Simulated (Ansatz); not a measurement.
A nudged elastic band was laid between two geometries of C3H8OSi (13 atoms, charge 0, multiplicity 1).

The calculation used RKS LDA/def2-SVP in Ansatz.

```
movable images  : 5
climbing image  : yes
spring          : 5.0 eV/Å²
optimiser       : quadratic models (default)
start path      : through a guess of the saddle point
force threshold : 0.05 eV/Å
iteration limit : 60
end points      : relaxed
```

First end point:

```xyz
13
Properties=species:S:1:pos:R:3
C -1.512 0.764 0.215
C -0.466 -0.227 0.652
O -0.322 -1.299 -0.293
C 0.859 -0.970 -1.017
Si 1.359 0.255 0.350
H -1.643 1.569 0.970
H -1.245 1.246 -0.752
H -2.491 0.254 0.077
H -0.721 -0.649 1.653
H 0.643 -0.509 -2.015
H 1.495 -1.867 -1.190
H 2.352 -0.287 1.347
H 1.711 1.686 0.017
```

Last end point:

```xyz
13
Properties=species:S:1:pos:R:3
C -1.405 0.764 0.100
C -0.367 -0.223 0.528
O -0.180 -1.244 -0.546
C 1.215 -0.747 -1.114
Si 1.506 0.243 0.395
H -1.508 1.559 0.869
H -1.092 1.264 -0.844
H -2.415 0.307 -0.031
H -0.668 -0.796 1.431
H -0.826 -1.057 -1.263
H 1.751 -1.665 -1.429
H 2.201 -0.156 1.694
H 1.810 1.716 0.224
```

Question: What changes between the two ends?

Answer: Bonds broken: C4–H10. Bonds formed: O3–H10.

Question: What energy profile does the band end with?

Answer: The forces met the threshold. The highest image is number 4 of 0 to 6, 305.9 kJ/mol above the first end and 12.3 kJ/mol above the last; the last end lies 293.6 kJ/mol above the first. Neighbouring images differ by up to 1.5 eV, so the band resolves the path poorly. A vibrational analysis at the climbing image gives one clearly imaginary mode, 772i cm⁻¹: a first-order saddle point. The orbitals stay closed-shell, which can raise the energy where a bond breaks towards radicals; this wasn't checked here.

```csv
image,path coordinate (Å),energy (kJ/mol),C4–H10 (Å),O3–H10 (Å)
0,0.00,0.0,1.12,2.13
1,0.38,15.0,1.11,2.01
2,0.77,107.8,1.11,1.69
3,1.15,254.7,1.25,1.32
4,1.53,305.9,1.62,1.03
5,2.02,294.9,2.02,0.98
6,2.51,293.6,2.07,0.98
```

Question: What is the geometry of the highest image?

Answer: 
```xyz
13
Properties=species:S:1:pos:R:3
C -1.485 0.770 0.181
C -0.401 -0.215 0.484
O -0.311 -1.238 -0.584
C 1.258 -0.890 -1.102
Si 1.466 0.237 0.346
H -1.576 1.502 1.012
H -1.254 1.351 -0.740
H -2.475 0.276 0.054
H -0.628 -0.802 1.400
H -0.305 -0.731 -1.476
H 1.746 -1.876 -1.238
H 2.191 -0.098 1.640
H 1.795 1.679 0.040
```

The run took 55 s on 2 threads of Intel(R) Xeon(R) Platinum 8488C (Sapphire Rapids) (shared host), peak memory 0.17 GiB.
